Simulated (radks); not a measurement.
Results of a calculation; reference values are marked as such.
The chlorine ion Cl1.25+, 15.75 electrons, occupied as [Ne] 3p(up 2.5, down 2.5) 3s(up 0.75, down 0) (fractional occupations, a model configuration). Code: a radial shooting solver on a logarithmic mesh with Libxc functionals. Model: scalar-relativistic Kohn-Sham, r2SCAN, spin-polarised, spherical densities, finite nucleus; meta-GGA in the generalised Kohn-Sham scheme; Fermi nuclear charge, rms radius 3.3654 fm.

Unscreened Slater integrals over Kohn-Sham orbitals (hartree). They are taken over the spin-up orbitals.

\begin{tabular}{lr}
integral & value \\ \hline
F0(3p,3p) & 0.54824 \\
F2(3p,3p) & 0.27783 \\
F0(3p,3s) & 0.57800 \\
G1(3p,3s) & 0.38487 \\
F0(3p,2p) & 0.74543 \\
F2(3p,2p) & 0.12755 \\
G0(3p,2p) & 0.050589 \\
G2(3p,2p) & 0.050632 \\
F0(3p,2s) & 0.73662 \\
G1(3p,2s) & 0.038793 \\
F0(3s,3s) & 0.61322 \\
F0(3s,2p) & 0.81391 \\
G1(3s,2p) & 0.060043 \\
F0(3s,2s) & 0.80652 \\
G0(3s,2s) & 0.048175 \\
F0(2p,2p) & 2.2594 \\
F2(2p,2p) & 1.0495 \\
F0(2p,2s) & 2.1328 \\
G1(2p,2s) & 1.2608 \\
F0(2s,2s) & 2.0493 \\
\end{tabular}

Derived for the open shells (J is the average intra-shell exchange parameter used in DFT+U). 3p: J = F2/5 = 0.05557 hartree.
